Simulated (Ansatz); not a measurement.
Consider the isomerisation: `[CH3][SnH2][SiH2]F` → `C[SiH](F)[SnH3]`.

Computed with Ansatz on PBE0-D4/def2-TZVP structures; ΔE is electronic, products minus reactants. CBS: MP2 limit from def2 TZ/QZ plus the TZ coupled-cluster correction, frozen cores. Functionals use def2-TZVPP. B3LYP here is the variant with VWN-RPA as its local correlation; programs differ in this. Elements past krypton have def2 core potentials. For Sn outer-core shells are correlated without core-valence functions, which leaves a few kJ/mol of doubt a bond. Each species was taken in one conformer, which may not be the lowest.

```
             level  ΔE (kJ/mol)  difference from CCSD(T)/CBS
            PBE-D4        -28.6                         -6.7
         r2SCAN-D4        -30.9                         -9.0
           PBE0-D4        -29.7                         -7.8
          B3LYP-D4        -27.4                         -5.5
           ωB97X-V        -28.2                         -6.3
           ωB97M-V        -29.7                         -7.8
            B2PLYP        -24.7                         -2.8
               PBE        -27.8                         -5.9
            r2SCAN        -30.7                         -8.8
              PBE0        -29.0                         -7.1
             B3LYP        -25.9                         -4.0
     HF/def2-TZVPP        -26.1                         -4.2
    MP2/def2-TZVPP        -21.6                          0.3
SCS-MP2/def2-TZVPP        -20.6                          1.3
   CCSD/def2-TZVPP        -24.4                         -2.5
CCSD(T)/def2-TZVPP        -23.9                         -2.0
     HF/def2-QZVPP        -25.7                         -3.8
    MP2/def2-QZVPP        -20.3                          1.6
SCS-MP2/def2-QZVPP        -19.6                          2.3
      HF/CBS(def2)        -25.6                         -3.7
     MP2/CBS(def2)        -19.6                          2.3
    CCSD/CBS(def2)        -22.4                         -0.5
       CCSD(T)/CBS        -21.9                            0
```

Largest T1 diagnostic among the species: 0.013.
